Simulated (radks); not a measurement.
Problem. Radial electron density D(r) = 4 pi r^2 rho(r) of an atom or ion with 43 electrons. Method: scalar-relativistic Kohn-Sham, PBE, spin-polarised, spherical densities, finite nucleus; Fermi nuclear charge, rms radius of each element as measured or else 0.836 A^(1/3) + 0.57 fm; computed with a radial shooting solver on a logarithmic mesh with Libxc functionals.

r (bohr),D(r) (e/bohr),spin D(r)
0.001523,6.754,-0.0000930
0.001731,8.280,-0.000114
0.001952,9.991,-0.000137
0.002218,12.16,-0.000166
0.002501,14.56,-0.000199
0.002842,17.56,-0.000239
0.003205,20.83,-0.000282
0.003642,24.82,-0.000335
0.004107,29.07,-0.000391
0.004668,34.14,-0.000456
0.005263,39.35,-0.000522
0.005981,45.33,-0.000596
0.006744,51.21,-0.000667
0.007665,57.59,-0.000740
0.008642,63.43,-0.000801
0.009822,69.21,-0.000851
0.01107,73.90,-0.000871
0.01249,77.56,-0.000849
0.01419,80.05,-0.000743
0.016,80.87,-0.000508
0.01819,80.15,0.00000818
0.0205,78.22,0.000947
0.0233,75.42,0.00285
0.02628,72.87,0.00616
0.02986,71.30,0.0126
0.03367,71.82,0.0235
0.03827,75.20,0.0436
0.04315,81.05,0.0756
0.04904,89.32,0.131
0.05529,97.43,0.214
0.06284,104.2,0.347
0.07085,106.8,0.525
0.08053,104.4,0.782
0.0908,97.89,1.09
0.1032,88.82,1.45
0.1164,81.65,1.80
0.1322,78.69,2.09
0.1491,81.24,2.20
0.1681,87.05,2.07
0.1911,92.12,1.63
0.2154,91.13,1.01
0.2448,81.48,0.331
0.2761,66.18,-0.0179
0.3138,48.80,0.232
0.3538,37.05,1.19
0.4021,32.24,2.84
0.4533,33.33,4.55
0.5152,35.59,5.91
0.5809,34.63,6.28
0.6603,28.91,5.62
0.7444,20.78,4.30
0.8461,12.18,2.70
0.954,6.177,1.46
1.084,2.445,0.623
1.222,0.8353,0.228
1.389,0.2082,0.0611
1.567,0.04381,0.0137
1.78,0.006125,0.00201
2.007,0.0007029,0.000240

What is the nuclear charge?

Solution. Z = 61. The innermost maximum, from 1s, lies near gamma/Z bohr with gamma = sqrt(1 - (Z/c)^2) = 0.895, here 0.0147 bohr (found: 0.0161), and its height grows with Z. The density is that of the promethium ion Pm18+ in [Kr] 4d7; the configuration itself is not fixed sharply by these data, and Z only to a few units. D(r) has 4 maxima, at r = 0.0161, 0.0714, 0.200, 0.532 bohr, and minima at 0.0308, 0.132, 0.412 bohr, inside which lie 1.94, 11.17, 29.09 electrons.
